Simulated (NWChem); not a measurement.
Species: BIF2; SMILES FB(F)I

Results from NWChem. Geometry: optimised at PBE0/def2-SVP. def2 effective core potentials on I; no spin-orbit coupling. Level M06-L/def2-SVP: energy and gradient on several grids; changes count from the extra-fine grid, which is no exact limit either.

Question: Which is the coarsest grid (coarse; xfine; xcoarse; fine; medium) from which on the energy stays within 500 μHa and each gradient component within 500 μHa/bohr of xfine?

Answer: medium.
```
grid     size of the energy change (μHa)  largest change of a gradient component (μHa/bohr)
-------  -------------------------------  -------------------------------------------------
xcoarse                             9000                                               4000
coarse                              1000                                                800
medium                                40                                                200
fine                                < 10                                                 50
xfine                               < 10                                               < 30
```
